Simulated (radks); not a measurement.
The numbers below are computed, except where a source is named.
Valence configurations of Mg (all share [Ne]). Level of theory: Dirac Kohn-Sham, PBEsol, spin-unpolarised, spherical densities, finite nucleus; open shells fill j = l - 1/2 first; Fermi nuclear charge, rms radius 3.057 fm (a radial shooting solver on a logarithmic mesh with Libxc functionals). Energies are relative to 3s2; eigenvalues in eV.

\begin{tabular}{lrrr}
valence & E (eV) & e(3p1/2) & e(3s1/2) \\ \hline
3s2 & 0.000 & - & -4.679 \\
3s1.5 3p0.5 & 1.710 & -1.711 & -5.183 \\
3s1 3p1 & 3.469 & -2.058 & -5.621 \\
3s0.5 3p1.5 & 5.271 & -2.365 & -6.011 \\
3p2 & 7.114 & -2.638 & - \\
\end{tabular}

NIST lists [Ne] 3s2 as the ground configuration; this level of theory agrees among the configurations tried. The energies are those of spherical spin-averaged densities, not of single terms.
